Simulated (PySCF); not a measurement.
## Worked example: oscillator strength and radiative lifetime

4-methyl-1,3-thiazole (C4H5NS), SMILES Cc1cscn1.

Geometry: PBE-D3(BJ)/def2-SVP.

TDA-B3LYP/def2-SVPD (PySCF) puts the first singlet state with f over 0.02 at 5.52 eV (vertical), with the transition dipole (-0.739, 0.130, 0.000) in atomic units.

Q: Find the oscillator strength, the wavelength and the radiative lifetime that this transition would have in vacuum if emission retraced absorption.

A: 
|μ|² = 0.5630 au, so |μ| = 1.91 D. ΔE = 5.52/27.211 = 0.2029 hartree. f = (2/3) ΔE |μ|² = 0.076 (the program prints 0.076).
λ = 1239.84/5.52 = 225 nm; ν = 44522 cm⁻¹.
Einstein's coefficient A = 0.6670 ν² f s⁻¹ (ν in cm⁻¹) = 1.0e8 s⁻¹, so τ = 1/A = 9.9 ns. This state is S2; the lower singlet has f = 0.000. The figure is the radiative limit of this one transition; relaxation, internal conversion, crossing to triplets and a medium change what is measured.
